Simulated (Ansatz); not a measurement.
Species: TeO, charge 0, triplet. TeO (SMILES O=[Te], triplet).
B3LYP-D3(BJ)/def2-TZVP minimum from Ansatz (a first-principles code):
```xyz
2

O      0.0000     0.0000    -1.5851
Te     0.0000     0.0000     0.2439
```
Charge 0, spin multiplicity 3.

Total energies in def2-QZVPP, 12 correlated electrons, 10 frozen orbitals. Radicals and triplets start from unrestricted determinants; spin-orbit coupling is neglected. Correlated methods leave the cores frozen (noble-gas shells, and filled d and f shells in the p block). Past Kr the def2 sets carry scalar-relativistic core potentials. Spin-orbit terms, left out, reach several kcal/mol for Br and I, and more for heavier atoms. The UHF reference of OTe (O=[Te], triplet) is spin-contaminated (<S^2> up to 0.08 over the pure value in the sets run). The determinant of OTe (O=[Te], triplet) is a saddle point of the SCF energy; a lower one exists, which strains HF and MP2.

```
method    program  energy (Eh)  minus CCSDT(Q) (mEh)
--------  -------  -----------  --------------------
HF         Ansatz   -341.85349                413.02
MP2        Ansatz   -342.24214                 24.37
CCSD       Ansatz   -342.24134                 25.17
CCSD(T)    Ansatz   -342.26347                  3.04
CCSDT(Q)   Ansatz   -342.26651                  0.00
```

Rough core times of Ansatz's runs on a shared machine: CCSD(T) 2 min, CCSDT(Q) 60 min.
